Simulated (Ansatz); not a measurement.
Job for Ansatz (a first-principles code): R-CAM-B3LYP/def2-TZVPPD on SO2 (SMILES O=S=O). The basis file is the Basis Set Exchange's JSON of that set.

Ansatz 0.2 input:
```yaml
crystal:
  periodic: [false, false, false]
  atoms:
    - {symbol: S, position_ang: [-0.00000000, -0.00000000, 0.48775336]}
    - {symbol: O, position_ang: [0.00000000, 1.23858797, -0.24382668]}
    - {symbol: O, position_ang: [0.00000000, -1.23858797, -0.24382668]}
basis:
  gaussian:
    orbitals: def2-TZVPPD.json
hamiltonian:
  xc: {name: CAM-B3LYP}
scf: {lower_state_search: off}
```

**Question.** Predict the final total energy.

**Answer.** -548.6759 hartree.
